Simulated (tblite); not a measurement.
Species: C4H11F2NSi.
Z-matrix (Å and degrees, GFN2-xTB geometry), rows numbered from 1:
```
C 
N   1  1.4431
Si  2  1.7107  1  122.75
C   3  1.9198  2  103.33  1  -179.97
F   4  1.3913  3  110.20  2    54.07
C   4  1.5209  3  111.58  2   173.40
C   6  1.5190  4  113.91  3   166.07
F   6  1.3855  4  107.67  3    44.81
H   1  1.0870  2  108.70  3   -31.90
H   1  1.0913  2  110.24  3  -151.02
H   1  1.0945  2  112.41  3    87.76
H   2  1.0102  1  111.83  3  -151.36
H   3  1.4720  2  117.09  1   -62.41
H   3  1.4604  2  108.41  1    63.88
H   4  1.0945  3  112.05  2   -62.95
H   6  1.0972  4  109.00  3   -69.51
H   7  1.0881  6  109.84  4   -60.40
H   7  1.0865  6  109.20  4    59.44
H   7  1.0874  6  110.32  4   179.56
```

Calculated harmonic vibrations of the isolated species, GFN2-xTB (tblite), most abundant isotopes, no scaling. This tight-binding method is rough: wavenumbers can miss measured ones by several per cent, in bad cases by 10 to 20. Modes of hydrogen on silicon can be 10 to 20 % off. One conformer, not necessarily the lowest.

Harmonic wavenumbers (cm⁻¹): 36.7, 46.4, 85.4, 102.6, 143.9, 162.9, 202.6, 237.9, 264.3, 314.9, 380.7, 410.8, 485.7, 497.0, 532.9, 593.1, 726.9, 749.5, 796.2, 835.3, 901.8, 967.7, 1029.8, 1065.9, 1071.1, 1094.6, 1108.9, 1147.0, 1166.1, 1213.9, 1260.9, 1297.3, 1326.9, 1360.2, 1396.0, 1422.7, 1473.1, 1486.1, 1492.2, 1500.9, 2187.3, 2297.9, 2921.3, 2925.4, 2935.8, 2980.5, 3036.9, 3039.8, 3041.6, 3054.0, 3430.2.

A = 3467, B = 841.6, C = 711.5 MHz; mass 139.063 u (most abundant isotopes); point group C1, symmetry number 1.

Task: What is the zero-point energy?

Result: Half the sum of the wavenumbers: 32120 cm⁻¹ = 91.83 kcal/mol.

Task: Entropy at 400 K, 1 bar (ideal gas, RRHO, classical rotation)?

Result: Translation 42.19, rotation 30.30, vibration 47.08: S = 119.6 cal/(mol K).

Task: And Cp and H(400 K) − H(0)?

Result: Cp = 50.74 cal/(mol K), of which vibrations give 42.80 (their classical limit is 51 R = 101.3); H(400 K) − H(0) = 12.44 kcal/mol without the zero-point energy, 9.26 from vibrations.

Task: Which modes carry the vibrational entropy at 400 K?

Result: 36.7 cm⁻¹: 6.01; 46.4 cm⁻¹: 5.55; 85.4 cm⁻¹: 4.34; 102.6 cm⁻¹: 3.98; 143.9 cm⁻¹: 3.32; 162.9 cm⁻¹: 3.08 cal/(mol K); the other 45 give 20.80 together.

Task: How do the functions run with temperature in this model?

Result: 
```tsv
T (K)	S (cal/(mol K))	Cp (cal/(mol K))	H − H(0) (kcal/mol)	G − H(0) (kcal/mol)	ln q(vib)
50	60.9	15.1	0.55	-2.49	0.91
100	73.4	21.6	1.48	-5.87	2.58
298.15	106.1	41.3	7.75	-23.88	9.01
373.15	116.1	48.4	11.11	-32.22	11.25
500	131.8	58.8	17.93	-47.96	14.90
750	158.6	73.5	34.60	-84.36	21.61
1000	181.2	83.2	54.27	-126.91	27.72
```

q(vib) and H(0) count from the zero-point level.

Task: Blend soft modes into free rotors: weight 1/[1 + (100 cm⁻¹/ν̃)⁴] for the oscillator and the rest for a rotor with moment μB/(μ + B), μ = h/(8π²ν), B = 10⁻⁴⁴ kg m². What vibrational entropy results?

Result: 42.43 cal/(mol K) in place of 47.08, which changes −T·S at 400 K by +1.86 kcal/mol.

Hindered rotation and anharmonicity are outside this model. Other conformers, if any are populated, would add a mixing term that is left out. The structure is chiral; the term R ln 2 for an equal mix with its mirror image is left out.

The run took 5.6 s wall, 2.3 s CPU on one thread, Intel Xeon at 2.50 GHz (x86_64), shared host. This covers the Hessian and the dipole derivatives.
